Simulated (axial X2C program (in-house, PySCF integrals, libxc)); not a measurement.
## Which molecule gave these maps?

PBE0 fields computed with an in-house relativistic program for diatomic molecules, scalar-relativistic, near the equilibrium distance, one atom at z = 0.

The maps cover the half plane through the axis: z from -2.4 to 4.2 Å along the bond, ρ from 0.15 to 2.25 Å away from it.

log10 of the density in e/bohr³:

```
 ρ\z  -2.4  -1.8  -1.2  -0.6   0.0   0.6   1.2   1.8   2.4   3.0   3.6   4.2
0.15  -4.0  -2.9  -1.6  -0.2   1.7  -0.2  -1.0  -0.3   1.4  -0.6  -1.6  -2.7
0.45  -4.1  -2.9  -1.7  -0.5   0.1  -0.5  -1.1  -0.6   0.1  -0.8  -1.7  -2.8
0.75  -4.1  -3.0  -2.0  -1.0  -0.5  -1.0  -1.3  -0.9  -0.7  -1.1  -1.9  -2.9
1.05  -4.2  -3.2  -2.3  -1.5  -1.2  -1.5  -1.6  -1.3  -1.1  -1.5  -2.2  -3.1
1.35  -4.4  -3.5  -2.6  -2.0  -1.8  -1.9  -2.0  -1.7  -1.6  -1.9  -2.6  -3.4
1.65  -4.6  -3.7  -3.0  -2.5  -2.3  -2.4  -2.4  -2.2  -2.1  -2.4  -3.0  -3.7
1.95  -4.8  -4.0  -3.4  -2.9  -2.8  -2.8  -2.8  -2.6  -2.6  -2.9  -3.4  -4.0
2.25  -5.1  -4.4  -3.8  -3.4  -3.2  -3.2  -3.2  -3.1  -3.1  -3.3  -3.8  -4.4
```

Electron localisation function (collinear form, no current term, damped to 0 at low density):

```
 ρ\z  -2.4  -1.8  -1.2  -0.6   0.0   0.6   1.2   1.8   2.4   3.0   3.6   4.2
0.15  0.00  0.01  0.14  0.78  0.58  0.73  0.49  0.18  0.33  0.34  0.71  0.19
0.45  0.00  0.01  0.13  0.72  0.41  0.64  0.49  0.30  0.37  0.64  0.68  0.16
0.75  0.00  0.01  0.13  0.52  0.70  0.39  0.47  0.73  0.53  0.83  0.61  0.12
1.05  0.00  0.01  0.12  0.36  0.44  0.23  0.42  0.78  0.84  0.81  0.50  0.07
1.35  0.00  0.01  0.10  0.27  0.30  0.20  0.32  0.67  0.77  0.68  0.33  0.03
1.65  0.00  0.01  0.07  0.20  0.22  0.18  0.20  0.47  0.58  0.47  0.16  0.01
1.95  0.00  0.00  0.04  0.12  0.16  0.13  0.11  0.24  0.33  0.22  0.05  0.00
2.25  0.00  0.00  0.01  0.05  0.08  0.06  0.04  0.08  0.11  0.06  0.01  0.00
```

Axial spin density in 10⁻³ e/bohr³:

```
 ρ\z  -2.4  -1.8  -1.2   -0.6    0.0    0.6   1.2   1.8   2.4   3.0   3.6  4.2
0.15   0.0   0.6  10.8  145.6  589.4  161.8  -0.7  -3.9  36.7  -1.2  -0.2  0.0
0.45   0.0   0.6   9.5  111.6  168.4  107.1  -0.1  -1.3   4.0   3.5   0.2  0.1
0.75   0.0   0.6   6.9   57.1  127.5   49.2   0.7   1.2  13.2   4.8   0.5  0.1
1.05   0.0   0.4   4.1   23.7   45.5   19.8   1.1   1.1   6.6   2.9   0.5  0.1
1.35   0.0   0.3   2.1    8.9   15.0    7.6   0.9   0.6   2.3   1.3   0.3  0.0
1.65   0.0   0.2   0.9    3.2    5.0    2.9   0.6   0.2   0.7   0.5   0.1  0.0
1.95   0.0   0.1   0.4    1.1    1.7    1.1   0.3   0.1   0.2   0.2   0.1  0.0
2.25   0.0   0.0   0.1    0.4    0.6    0.4   0.1   0.1   0.1   0.1   0.0  0.0
```

**Question.** Which molecule is it?
A. MnCl⁻
B. TiBr⁻
C. ZrO⁻
D. TcBr⁺

**Answer.** D. TcBr⁺, with Tc at z = 0 and Br at z = 2.325 Å, state M_S = 5/2, Λ = 0 (beyond evenly filled blocks: σα, π+α, π-α, δ+α, δ-α), basis Tc dyall-cv3z [12s12p8d5f3g], Br dyall-cv3z [8s9p6d4f1g] (cores contracted in-house). Occupations by symmetry block were frozen at the best pattern of an incomplete PBE0 search.
